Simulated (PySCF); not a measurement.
# Sulfur: a sound run and one with changed settings

Sound run: S⁺ [Ne] 3s2 3p3, S²⁺ [Ne] 3s2 3p2. Computed with PySCF 2.14 in def2-TZVP, with no relativity, point nucleus. In the sound run the correlated levels freeze [Ne]. The sound run starts from symmetry-adapted Hartree-Fock orbitals and uses a fine grid where one is needed.

A second run was set up differently.

| species | method | sound run (hartree) | changed run (hartree) | converged |
| --- | --- | --- | --- | --- |
| S⁺ | MP2 | -397.25032 | -397.18296 | yes |
| S⁺ | CCSD(T) | -397.27393 | -397.19004 | yes |
| S²⁺ | MP2 | -396.39321 | -396.33467 | yes |
| S²⁺ | CCSD(T) | -396.41784 | -396.33768 | yes |

Ionisation energy of S⁺:

```json
{"method": "UHF", "sound run (eV)": "22.720", "changed run (eV)": "22.720"}
{"method": "MP2", "sound run (eV)": "23.323", "changed run (eV)": "23.083"}
{"method": "SCS-MP2", "sound run (eV)": "23.140", "changed run (eV)": "22.841"}
{"method": "CCSD", "sound run (eV)": "23.258", "changed run (eV)": "23.187"}
{"method": "CCSD(T)", "sound run (eV)": "23.295", "changed run (eV)": "23.194"}
```

(1) What was changed?
A. minimal basis
B. too few SCF iterations
C. a valence shell is frozen
D. level shift left on

Results:

(1) C. Freezing a valence shell removes pair correlation that changes on ionisation.
